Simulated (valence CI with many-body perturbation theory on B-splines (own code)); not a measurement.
**Valence orbitals of Rb XXIV**

Calculated by relativistic CI+MBPT: four valence electrons over a frozen Dirac-Fock core [Ne], a basis of 11 s, 11 p, 10 d, 8 f, 5 g, 2 h functions for each j, with the one-electron correlation potential Σ1 (screened to all orders), the two-electron term Σ2, the three-electron term Σ3, Breit, model QED; selected single and double excitations, second order for the rest, scaled by the run's own slope (own B-spline code, finite nucleus).

No measured levels were compared; by estimate levels of excited configurations hold to 0.05 to 0.15 % of their energy, terms of the ground configuration to about 0.5 %. Among the levels kept, up to 740 cm⁻¹ of a level comes from second order outside the variational space, and about a tenth of that is noise between levels of different J, which matters for small intervals.

These are the spectroscopic orbitals of the CI (the correlating ones are not listed), shaped by the core and the other valence electrons. h is the expectation value of the core's Dirac-Fock operator, without the valence repulsion; Σ1 is computed up to l = 3 at one energy for each symmetry, that of its lowest orbital but kept below the first core excitation, so for empty shells it is not the orbital's own correlation shift; Breit and QED include the response of the core, and the two lowest orbitals of each symmetry also the frequency dependence of Breit exchange, which makes a step in that column.

| Orbital | h (hartree) | Σ1 (cm⁻¹) | Breit (cm⁻¹) | QED (cm⁻¹) | ⟨r⟩ (bohr) |
| --- | --- | --- | --- | --- | --- |
| 3s1/2 | -47.533 | -5830 | 3642 | 2560 | 0.4407 |
| 4s1/2 | -25.544 | -1862 | 1369 | 985 | 0.8320 |
| 5s1/2 | -15.916 | -828 | 641 | 467 | 1.354 |
| 6s1/2 | -10.865 | -446 | 354 | 259 | 1.998 |
| 7s1/2 | -7.8865 | -268 | 217 | 159 | 2.768 |
| 8s1/2 | -5.9842 | -175 | 142 | 104 | 3.661 |
| 3p1/2 | -45.363 | -7130 | 5932 | -148 | 0.4263 |
| 4p1/2 | -24.642 | -2255 | 2245 | -54.4 | 0.8310 |
| 5p1/2 | -15.467 | -1021 | 1082 | -25.9 | 1.363 |
| 6p1/2 | -10.609 | -555 | 605 | -14.4 | 2.018 |
| 7p1/2 | -7.7273 | -336 | 372 | -8.8 | 2.798 |
| 8p1/2 | -5.8786 | -220 | 246 | -5.8 | 3.702 |
| 3p3/2 | -44.812 | -6849 | 3685 | 87.1 | 0.4323 |
| 4p3/2 | -24.422 | -2191 | 1373 | 34.9 | 0.8391 |
| 5p3/2 | -15.357 | -997 | 675 | 17.2 | 1.373 |
| 6p3/2 | -10.547 | -543 | 377 | 9.8 | 2.030 |
| 7p3/2 | -7.6886 | -330 | 232 | 6.1 | 2.812 |
| 8p3/2 | -5.8529 | -216 | 153 | 4.0 | 3.718 |
| 3d3/2 | -41.931 | -8108 | 2464 | -110 | 0.3833 |
| 4d3/2 | -23.323 | -2195 | 881 | -38.6 | 0.8084 |
| 5d3/2 | -14.822 | -968 | 421 | -18.4 | 1.356 |
| 6d3/2 | -10.244 | -522 | 235 | -10.3 | 2.027 |
| 7d3/2 | -7.5011 | -315 | 144 | -6.3 | 2.824 |
| 3d5/2 | -41.821 | -7880 | 1089 | -42.9 | 0.3850 |
| 4d5/2 | -23.275 | -2129 | 387 | -12.2 | 0.8105 |
| 5d5/2 | -14.797 | -939 | 187 | -5.3 | 1.359 |
| 6d5/2 | -10.23 | -506 | 104 | -2.8 | 2.030 |
| 7d5/2 | -7.4921 | -306 | 64.2 | -1.7 | 2.827 |
| 4f5/2 | -22.709 | -1582 | 56.9 | -9.2 | 0.7232 |
| 5f5/2 | -14.512 | -789 | 39.9 | -5.3 | 1.281 |
| 6f5/2 | -10.068 | -450 | 25.8 | -3.2 | 1.963 |
| 7f5/2 | -7.3908 | -280 | 17.3 | -2.1 | 2.769 |
| 4f7/2 | -22.69 | -1564 | 7.2 | 1.1 | 0.7241 |
| 5f7/2 | -14.502 | -779 | 5.2 | 0.0 | 1.282 |
| 6f7/2 | -10.062 | -444 | 3.2 | -0.1 | 1.964 |
| 7f7/2 | -7.3874 | -277 | 2.2 | -0.1 | 2.771 |
| 5g7/2 | -14.43 |  | 0.9 | -1.7 | 1.138 |
| 6g7/2 | -10.022 |  | 0.9 | -1.0 | 1.823 |
| 7g7/2 | -7.3625 |  | 0.7 | -0.6 | 2.633 |
| 5g9/2 | -14.424 |  | 0.0 | 1.2 | 1.139 |
| 6g9/2 | -10.019 |  | 0.0 | 0.7 | 1.823 |
| 7g9/2 | -7.3606 |  | 0.0 | 0.4 | 2.634 |
| 6h9/2 | -10.006 |  |  |  | 1.623 |
| 6h11/2 | -10.004 |  |  |  | 1.624 |

Among the shells of the start configuration 3s2 3p2, Σ1 is largest in size for 3p1/2, where it is 0.072 % of h.

Lowest root of each symmetry, sizes in configuration state functions:

| J | Parity | Roots | Reference | Variational | Second order | Change by selected CI (cm⁻¹) | Change by second order (cm⁻¹) |
| --- | --- | --- | --- | --- | --- | --- | --- |
| 0 | even | 12 | 56 | 25222 | 100183 | -7402 | -1 |
| 1 | even | 17 | 112 | 31913 | 305703 | -6749 | -75 |
| 2 | even | 24 | 148 | 31978 | 468878 | -7434 | -131 |
| 3 | even | 15 | 110 | 31989 | 468140 | -6007 | -121 |
| 4 | even | 10 | 72 | 31936 | 421249 | -5774 | -88 |
| 5 | even | 3 | 26 | 32062 | 255441 | -6336 | -45 |
| 0 | odd | 10 | 55 | 25504 | 107866 | -7843 | -2 |
| 1 | odd | 23 | 145 | 31976 | 223234 | -6731 | -94 |
| 2 | odd | 29 | 177 | 31998 | 316122 | -3885 | -126 |
| 3 | odd | 23 | 153 | 31985 | 406053 | -5966 | -290 |
| 4 | odd | 15 | 100 | 31996 | 469093 | -7982 | -295 |
| 5 | odd | 6 | 48 | 32137 | 305270 | -10089 | -162 |
| 6 | odd | 2 | 16 | 29764 | 176737 | -7845 | -16 |
